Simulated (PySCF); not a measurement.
## UHF on V+ (vanadium, charge +1)

Configuration: [Ar] 3d3 4s1, high-spin 5F determinant (an excited configuration). Calculation: PySCF 2.14, in x2c-TZVPPall with one added diffuse shell each of s, p, d, f type (7s6p5d3f1g, 80 functions); the spin-free X2C one-electron Hamiltonian (Gaussian nucleus).

| Item | Value |
| --- | --- |
| Total energy | -947.923403 hartree |
| One-electron energy | -1295.0394 hartree |
| Hartree (Coulomb) energy | 391.6204 hartree |
| Exchange energy | -44.5044 hartree |
| ⟨S²⟩ | 6.0023 |
| ⟨L²⟩ | 12.032 |
| Sum of ⟨r⟩ | 17.50 bohr |
| Sum of ⟨r²⟩ | 27.98 bohr² |
| Langevin diamagnetic susceptibility | -22.2 ×10⁻⁶ cm³/mol |

| shell | electrons | mean orbital energy (eV) | rms radius, mean of both spins (bohr) |
| --- | --- | --- | --- |
| 1s α | 1 | -5528.0 | 0.0768 |
| 1s β | 1 | -5527.9 | 0.0768 |
| 2s α | 1 | -665.65 | 0.332 |
| 2s β | 1 | -663.92 | 0.332 |
| 2p α | 3 | -554.19 | 0.303 |
| 2p β | 3 | -552.53 | 0.303 |
| 3s α | 1 | -98.186 | 1.02 |
| 3s β | 1 | -92.106 | 1.02 |
| 3p α | 3 | -66.149 | 1.11 |
| 3p β | 3 | -58.956 | 1.11 |
| 3d α | 3 | -21.285 | 1.49 |
| 4s α | 1 | -13.721 | 3.33 |

Densities and radii are taken from the X2C orbitals without a picture-change correction, which distorts them close to the nucleus.

Spin-orbit constants ζ (cm⁻¹) from the X2C one-electron operator on these orbitals: bare nucleus, nucleus screened by l(l+1)(2l+1)/3 electrons, and screened by the Breit-Pauli mean field of the electrons.

```tsv
shell	bare	screened nucleus	mean field
2p	40590	37060	35430
3p	4573	4175	3965
3d	352.1	199.0	172.5
```

To first order the Landé constant is A = 43.13 cm⁻¹, so the lowest level has J = 1 and lies 0.0428 eV below the centre of the term. This holds in LS coupling only.
